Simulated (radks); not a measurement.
Q: The mean radii <r> (bohr) of the occupied orbitals of an atom or ion are listed with their occupations. All-electron calculation, Dirac Kohn-Sham, BLYP, spin-unpolarised, spherical densities, finite nucleus; Fermi nuclear charge, rms radius of each element as measured or else 0.836 A^(1/3) + 0.57 fm. Program: a radial shooting solver on a logarithmic mesh with Libxc functionals.

orbital  occ.      <r>
1s1/2       2  0.01632
2s1/2       2  0.06807
2p1/2       2  0.05588
2p3/2       4  0.06467
3s1/2       2   0.1769
3p1/2       2   0.1673
3p3/2       4   0.1833
3d3/2       4   0.1593
3d5/2       6   0.1642
4s1/2       2   0.3904
4p1/2       2   0.3916
4p3/2       4   0.4253
4d3/2       4   0.4294
4d5/2       6   0.4400
4f5/2       6   0.4486
4f7/2       8   0.4540
5s1/2       2   0.8116
5p1/2       2   0.8447

Name the element and its charge. Open shells, if any, fill j = l - 1/2 first.

A: Z = 81, thallium, charge +17: Tl17+ in [Kr] 4d10 4f14 5s2 5p2. The 1s radius gives Z: for a bare nucleus <r> = (2 gamma + 1)/(2Z) with gamma = sqrt(1 - (Z/c)^2), 0.01613 bohr for Z = 81, and screening makes it slightly larger (0.01632 here). The occupations add up to 64, and the charge is Z minus that.
